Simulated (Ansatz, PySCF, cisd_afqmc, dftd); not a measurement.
System: SiHCl$_{3}$, charge 0, singlet. SiHCl3 (trichlorosilane, SMILES Cl[SiH](Cl)Cl).
B3LYP-D3(BJ)/def2-TZVP minimum from Ansatz (a quantum-chemistry and plane-wave program):
```
Si
H 1 1.4634
Cl 1 2.0409 2 109.41
Cl 1 2.0409 2 109.41 3 -120.00
Cl 1 2.0409 2 109.41 3 120.00
```
Charge 0, spin multiplicity 1.

Quantity: enthalpy of formation at 298 K (by atomisation, with ideal-gas terms from PySCF's Hessian at B3LYP-D3(BJ)/def2-TZVP and the atoms' measured values of the G2/97 table; no spin-orbit terms), in kcal/mol. Radicals and triplets start from unrestricted determinants; spin-orbit coupling is neglected. Correlated methods leave the cores frozen. Rows without X2C or -DK are non-relativistic. The Monte Carlo rows (phaseless AFQMC, CISD trial, step 0.005/hartree) carry one-sigma bars that omit the constraint's bias. Outlying blocks are dropped, and bars are widened where a walk drifts. Over all cases where full CI ran beside it in this data, AFQMC minus full CI had a median of +0.1 mEh and passed +0.4 mEh in a tenth of the cases. CBS(X,Y): correlation extrapolated as X^-3, Hartree-Fock from the larger set (Q,5: extrapolated as (X+1)exp(-9√X)). A bracket is a step between two methods taken in the basis named. The functionals are non-relativistic, so their misses hold any scalar relativity. Double hybrids freeze cores in their MP2 part. 'core' is core correlation in cc-pwCVTZ (1s frozen past Ne), 'X2C' scalar relativity in cc-pVTZ-DK, both at CCSD(T). For partners of very few electrons the exact lower level stands in for a higher one.

```json
[
 {"level": "r2SCANh/def2-TZVPD", "program": "Ansatz", "enthalpy of formation at 298 K (kcal/mol)": "-120.3", "difference against the last row": "2.6"},
 {"level": "CAM-B3LYP-D3(BJ)/def2-TZVPD", "program": "Ansatz + dftd3", "enthalpy of formation at 298 K (kcal/mol)": "-112.3", "difference against the last row": "10.6"},
 {"level": "B2PLYP-D4/def2-TZVPD", "program": "Ansatz + dftd4", "enthalpy of formation at 298 K (kcal/mol)": "-112.5", "difference against the last row": "10.4"},
 {"level": "MP2/cc-pV(T+d)Z", "program": "Ansatz", "enthalpy of formation at 298 K (kcal/mol)": "-120.4", "difference against the last row": "2.5"},
 {"level": "MP2/cc-pV(5+d)Z", "program": "Ansatz", "enthalpy of formation at 298 K (kcal/mol)": "-134.4", "difference against the last row": "-11.5"},
 {"level": "CCSD/cc-pV(Q+d)Z", "program": "Ansatz", "enthalpy of formation at 298 K (kcal/mol)": "-107.9", "difference against the last row": "15.0"},
 {"level": "CCSD/cc-pV(5+d)Z", "program": "Ansatz", "enthalpy of formation at 298 K (kcal/mol)": "-111.3", "difference against the last row": "11.6"},
 {"level": "CCSDT(Q)/cc-pV(D+d)Z", "program": "Ansatz", "enthalpy of formation at 298 K (kcal/mol)": "-79.2", "difference against the last row": "43.7"},
 {"level": "CCSD(T)/CBS(cc-pV(Q+d)Z,cc-pV(5+d)Z) + [AFQMC/CISD - CCSD(T)]/cc-pV(T+d)Z + core + X2C", "program": "Ansatz + cisd_afqmc", "enthalpy of formation at 298 K (kcal/mol)": "-123.6 ± 0.4", "difference against the last row": "-0.7"},
 {"level": "CCSD(T)/CBS(cc-pV(Q+d)Z,cc-pV(5+d)Z) + [CCSDT(Q) - CCSD(T)]/cc-pV(D+d)Z + core + X2C", "program": "Ansatz", "enthalpy of formation at 298 K (kcal/mol)": "-122.9", "difference against the last row": "0.0"}
]
```
